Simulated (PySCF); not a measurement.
SMILES [I][Ti]([I])([I])[I] (I₄Ti), singlet (PBE0/def2-SVP optimised geometry):

```
5

Ti    -0.842    -1.191     0.000
I     -1.684    -2.379     2.064
I      1.685    -1.191     0.000
I     -1.681    -2.386    -2.062
I     -1.685     1.191     0.000
```

Method: PBE0/def2-TZVP, def2 effective core potentials past Kr run with PySCF 2.14.0.

### Question
What are the frontier orbital energies and the dipole moment?

### Answer
HOMO-2 -7.74 eV, HOMO-1 -7.74 eV, HOMO -7.74 eV, LUMO -3.63 eV, LUMO+1 -3.63 eV; dipole moment 0.00 D.

On the same geometry PySCF 2.14.0 with PBE/def2-TZVP, def2 effective core potentials past Kr gives HOMO-2 -6.69 eV, HOMO-1 -6.69 eV, HOMO -6.69 eV, LUMO -4.33 eV, LUMO+1 -4.33 eV; dipole moment 0.00 D.
